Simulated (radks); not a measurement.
The numbers below are computed, except where a source is named.
Species: Fe III. Configuration: [Ne] 3s2 3p5.5 3d6 4d0.5 (fractional occupations, a model configuration). Level of theory: scalar-relativistic Kohn-Sham, SCAN, spin-unpolarised, spherical densities, finite nucleus; meta-GGA in the generalised Kohn-Sham scheme; Fermi nuclear charge, rms radius 3.7377 fm (a radial shooting solver on a logarithmic mesh with Libxc functionals).

Unscreened Slater integrals over Kohn-Sham orbitals (eV).

| integral | value |
|---|---|
| F0(4d,4d) | 5.4757 |
| F2(4d,4d) | 2.9177 |
| F4(4d,4d) | 1.9495 |
| F0(4d,3d) | 7.2676 |
| F2(4d,3d) | 1.0774 |
| F4(4d,3d) | 0.45072 |
| G0(4d,3d) | 0.45239 |
| G2(4d,3d) | 0.43531 |
| G4(4d,3d) | 0.31019 |
| F0(4d,3p) | 7.3549 |
| F2(4d,3p) | 0.90510 |
| G1(4d,3p) | 0.47588 |
| G3(4d,3p) | 0.33614 |
| F0(4d,3s) | 7.3826 |
| G2(4d,3s) | 0.41693 |
| F0(3d,3d) | 24.514 |
| F2(3d,3d) | 11.347 |
| F4(3d,3d) | 7.0606 |
| F0(3d,3p) | 26.455 |
| F2(3d,3p) | 12.520 |
| G1(3d,3p) | 15.522 |
| G3(3d,3p) | 9.4073 |
| F0(3d,3s) | 27.053 |
| G2(3d,3s) | 11.798 |
| F0(3p,3p) | 28.916 |
| F2(3p,3p) | 14.508 |
| F0(3p,3s) | 29.615 |
| G1(3p,3s) | 19.669 |
| F0(3s,3s) | 30.379 |

Derived for the open shells (J is the average intra-shell exchange parameter used in DFT+U). 3p: J = F2/5 = 2.902 eV. 3d: Racah B = F2/49 - 5 F4/441 = 0.1515 eV, C = 35 F4/441 = 0.5604 eV, C/B = 3.70, F4/F2 = 0.622, J = (F2 + F4)/14 = 1.315 eV. 4d: Racah B = F2/49 - 5 F4/441 = 0.03744 eV, C = 35 F4/441 = 0.1547 eV, C/B = 4.13, F4/F2 = 0.668, J = (F2 + F4)/14 = 0.3477 eV.
